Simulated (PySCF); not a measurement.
**Exercise with solution: dipole moment from atomic charges**

Si(F)3(Me) (CH₃F₃Si), SMILES C[Si](F)(F)F. Atoms are numbered in the order given.

```xyz
8

C      0.0000     0.0000     1.8048
Si     0.0000     0.0000    -0.0300
F     -1.2924    -0.7462    -0.6288
F      1.2924    -0.7462    -0.6288
F      0.0000     1.4924    -0.6288
H     -0.8929     0.5155     2.1900
H      0.8929     0.5155     2.1900
H      0.0000    -1.0310     2.1900
```

Geometry: ωB97X-D3(BJ)/def2-SVP.

Charges (e) from CAM-B3LYP/def2-TZVP in PySCF:

```tsv
atom	IAO	ESP fit
C1	-0.790	-0.838
Si2	1.840	1.140
F3	-0.527	-0.327
F4	-0.527	-0.327
F5	-0.527	-0.327
H6	0.177	0.226
H7	0.177	0.226
H8	0.177	0.226
```

The dipole moment of the full density is 2.61 D.

Q: What dipole moment does each set of point charges give, and which comes closer to that of the density?

A: 
μ = Σ q r, and 1 e Å = 4.8032 D.
IAO: Σ q r = (0.000, 0.000, 0.676) e Å, |μ| = 3.25 D.
ESP fit: Σ q r = (0.000, 0.000, 0.555) e Å, |μ| = 2.67 D.
ESP fit comes closer in size. Point charges leave out the atoms' own dipoles (lone pairs, polarised bonds); fits to the potential absorb them, partitions of the density don't.
